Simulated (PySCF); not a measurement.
[Mn(H2O)6]3+ holds Mn(III), d4, at total charge +3. The structure is a model geometry with rigid ligands and bond lengths from ionic radii, not a minimum; coordination octahedral, point group Th, metal–donor distances 2.00 Å.

Method (PySCF 2.14, density fitting): CASSCF(4,5) with orbitals averaged over all microstates of the shell, strongly contracted NEVPT2 on the averaged canonical orbitals; basis x2c-TZVPall on the metal, x2c-SVPall elsewhere; spin-free X2C; gas phase; spin-orbit coupling by state interaction with the mean-field operator over all roots.

CASSCF energies above the lowest CASSCF root:

| state | CASSCF / cm⁻¹ |
| --- | --- |
| 5Eg | 0 |
| 3Tg | 12736 |
| 5Tg | 12829 |
| 3Eg | 22155 |
| 3Tg | 23638 |
| 1Tg | 24248 |
| 3Tg | 24510 |
| 1Eg | 25478 |
| 3Ag | 26677 |
| 3Ag | 27107 |
| 3Eg | 30803 |
| 1Ag | 31275 |
| 1Ag | 33545 |
| 1Tg | 33762 |
| 3Tg | 33989 |
| 3Tg | 35340 |
| 1Tg | 35820 |
| 3Tg | 35958 |
| 1Eg | 40204 |
| 3Tg | 42066 |
| 3Eg | 42738 |
| 3Tg | 43261 |

Problem. How does dynamic correlation (SC-NEVPT2) move these states?

Solution. 
| state | NEVPT2 / cm⁻¹ | shift / cm⁻¹ |
| --- | --- | --- |
| 5Eg | 0 | 0 |
| 3Tg | 8802 | -3934 |
| 5Tg | 15426 | +2597 |
| 3Eg | 21315 | -839 |
| 3Tg | 21997 | -1641 |
| 1Tg | 19458 | -4790 |
| 3Tg | 22901 | -1610 |
| 1Eg | 21683 | -3794 |
| 3Ag | 24631 | -2046 |
| 3Ag | 24664 | -2443 |
| 3Eg | 27983 | -2820 |
| 1Ag | 26466 | -4809 |
| 1Ag | 32354 | -1191 |
| 1Tg | 31708 | -2053 |
| 3Tg | 34463 | +475 |
| 3Tg | 35951 | +610 |
| 1Tg | 33587 | -2233 |
| 3Tg | 35703 | -255 |
| 1Eg | 36446 | -3758 |
| 3Tg | 42105 | +39 |
| 3Eg | 41001 | -1738 |
| 3Tg | 39550 | -3711 |

The ground state is orbitally degenerate in this regular structure, which would distort (Jahn–Teller). NEVPT2 lifts 5Tg from 12829 to 15426 cm⁻¹; on the d shell alone it tends to overshoot states that fill the eg-type orbitals. NEVPT2 on the d shell alone tends to put d–d bands too high for such charged or covalently bound ions. Gaps between spin states lean to high spin in this active space.
